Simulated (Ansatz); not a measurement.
```yaml
crystal:
  periodic: [false, false, false]
  atoms:
    - {symbol: C, position_ang: [1.187085, 0.721671, -0.467871]}
    - {symbol: C, position_ang: [0.197793, -0.099850, 0.340980]}
    - {symbol: C, position_ang: [0.771257, -1.493958, 0.590678]}
    - {symbol: C, position_ang: [-0.072834, 0.591385, 1.676565]}
    - {symbol: N, position_ang: [-1.058437, -0.227972, -0.391011]}
    - {symbol: Ga, position_ang: [-1.652874, 0.369900, -1.974911]}
    - {symbol: Cl, position_ang: [-0.620363, 1.552960, -3.406753]}
    - {symbol: Cl, position_ang: [-3.651753, -0.185426, -2.477313]}
    - {symbol: H, position_ang: [0.805696, 1.727638, -0.658784]}
    - {symbol: H, position_ang: [2.127583, 0.817127, 0.077750]}
    - {symbol: H, position_ang: [1.402602, 0.249546, -1.429429]}
    - {symbol: H, position_ang: [0.064284, -2.107577, 1.156027]}
    - {symbol: H, position_ang: [1.700129, -1.438689, 1.163863]}
    - {symbol: H, position_ang: [0.976255, -1.997302, -0.356465]}
    - {symbol: H, position_ang: [0.843282, 0.677180, 2.266315]}
    - {symbol: H, position_ang: [-0.799146, 0.024296, 2.265443]}
    - {symbol: H, position_ang: [-0.476187, 1.592876, 1.512807]}
    - {symbol: H, position_ang: [-1.744388, -0.773795, 0.112130]}
basis:
  gaussian: {orbitals: def2-mTZVPP}
hamiltonian: {xc: {name: HF}}
correlation: {method: mp2, frozen_orbitals: {C: 0}}
```

```sh
$ ansatz run in.yaml --threads 4 --pin off --events-out ev --progress --plain --max-ram 66560MiB --backend cpu
```

Q: How does Ansatz answer? (Estimate.)

A: Computed: The program refused the input.
```
Functional definition: HF
Error: "frozen_orbitals" has no count for N
```
